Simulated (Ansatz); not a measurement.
The cluster Hf2Si2. Charge 0, multiplicity 1. Geometry PBE-D4/def2-SVP; atoms count from 1.

```csv
atom,x (Å),y (Å),z (Å)
Hf1,0.233,-0.255,-1.431
Hf2,0.462,0.456,1.321
Si3,-0.934,1.703,-0.364
Si4,0.239,-1.904,0.473
```

In the def2 sets Hf takes a core potential; there is no spin–orbit coupling. The restricted singlet is unstable towards broken spin symmetry at other levels; at PBE0-D4/def2-TZVP this wasn't settled. Another isomer (singlet) lies 0.77 eV lower at PBE0-D4/def2-TZVP; other spin states weren't run for this one.

Question: Estimate the Mulliken populations from the PBE0/def2-TZVP orbitals of Ansatz.

Answer: 
| atom | charge (e) | d electrons |
| --- | --- | --- |
| Hf1 | 0.33 | 2.39 |
| Hf2 | 0.33 | 2.39 |
| Si3 | -0.33 | – |
| Si4 | -0.33 | – |
Mulliken values depend strongly on the basis.

Question: And the Mayer bond orders between heavy atoms (over 0.3)?

Answer: Hf1–Hf2 1.49 (2.85 Å); Hf1–Si3 1.65 (2.52 Å); Hf1–Si4 1.65 (2.52 Å); Hf2–Si3 1.65 (2.52 Å); Hf2–Si4 1.65 (2.52 Å).
